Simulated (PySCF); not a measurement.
Species: C₁₀H₁₄.
Numbering: `[CH:1]#[C:2][C@@H:3]1[CH2:4][C:5](=[CH2:6])[C@@H:7]([CH2:8][CH3:9])[CH2:10]1` (hydrogens: H11 on C1; H12 on C3; H13, H14 on C4; H15, H16 on C6; H17 on C7; H18, H19 on C8; H20, H21, H22 on C9; H23, H24 on C10)

Structure optimised with GFN2-xTB, isolated species.

**Question.** Give the optimised bond lengths and angles.

**Answer.** 
| bond | length (Å) |
| --- | --- |
| C1≡C2 | 1.197 |
| C2–C3 | 1.447 |
| C3–C4 | 1.537 |
| C4–C5 | 1.504 |
| C5=C6 | 1.321 |
| C5–C7 | 1.511 |
| C7–C8 | 1.537 |
| C8–C9 | 1.524 |
| C7–C10 | 1.532 |
| C3–C10 | 1.537 |
| C1–H11 | 1.049 |
| C3–H12 | 1.096 |
| C4–H13 | 1.094 |
| C4–H14 | 1.090 |
| C6–H15 | 1.077 |
| C6–H16 | 1.077 |
| C7–H17 | 1.094 |
| C8–H18 | 1.092 |
| C8–H19 | 1.092 |
| C9–H20, C9–H21, C9–H22 | 1.088 |
| C10–H23 | 1.092 |
| C10–H24 | 1.089 |

Bonds in one row agree within 0.01 Å and their mean is given. A selection of angles:
| angle | degrees |
| --- | --- |
| C2–C1–H11 | 179.4 |
| C1–C2–C3 | 178.4 |
| C2–C3–C4 | 113.2 |
| C2–C3–C10 | 112.4 |
| C2–C3–H12 | 108.6 |
| C4–C3–C10 | 103.3 |
| C4–C3–H12 | 109.5 |
| C10–C3–H12 | 109.6 |
| C3–C4–C5 | 104.8 |
| C3–C4–H13 | 109.8 |
| C3–C4–H14 | 112.5 |
| C5–C4–H13 | 109.7 |
| C5–C4–H14 | 112.3 |
| H13–C4–H14 | 107.8 |
| C4–C5–C6 | 125.2 |
| C4–C5–C7 | 109.9 |
| C6–C5–C7 | 124.9 |
| C5–C6–H15 | 121.9 |
| C5–C6–H16 | 121.7 |
| H15–C6–H16 | 116.4 |
| C5–C7–C8 | 110.7 |
| C5–C7–C10 | 103.9 |
| C5–C7–H17 | 110.5 |
| C8–C7–C10 | 112.6 |
| C8–C7–H17 | 108.0 |
| C10–C7–H17 | 111.2 |
| C7–C8–C9 | 112.6 |
| C7–C8–H18 | 108.6 |
| C7–C8–H19 | 109.5 |
| C9–C8–H18 | 109.0 |
| C9–C8–H19 | 109.6 |
| H18–C8–H19 | 107.5 |
| C8–C9–H20 | 110.4 |
| C8–C9–H21 | 111.3 |
| H20–C9–H21 | 108.2 |
| C7–C10–H23 | 110.1 |
| C7–C10–H24 | 112.9 |
| C3–C10–C7 | 104.4 |
| C3–C10–H23 | 109.2 |
| C3–C10–H24 | 111.9 |
| H23–C10–H24 | 108.3 |

Dihedral angles: C2–C3–C4–C5 -152° (antiperiplanar); C3–C4–C5–C6 -169° (antiperiplanar); C4–C5–C7–C8 -109° (anticlinal); C5–C7–C8–C9 -169° (antiperiplanar); C5–C7–C10–C3 -31° (synclinal); C2–C3–C10–C7 160° (antiperiplanar).

The 10 C–C bonds span 1.197 Å (C1≡C2, drawn triple) to 1.537 Å (C3–C4, drawn single), a spread of 0.340 Å. The 5-membered ring C3–C4–C5–C7–C10 has internal angles of 103.3° to 109.9°; it is puckered, 0.16 Å rms from its mean plane, widest ring torsion 38°. Of the pairs four or more bonds apart, H21···H24 is among the closest relative to their van der Waals radii: 2.25 Å, 94 % of the sum of Bondi's values.

Point group: C1 (no symmetry element, even within 0.4 Å). No frequency check. The numbers are those of one conformer.

These are computed values.
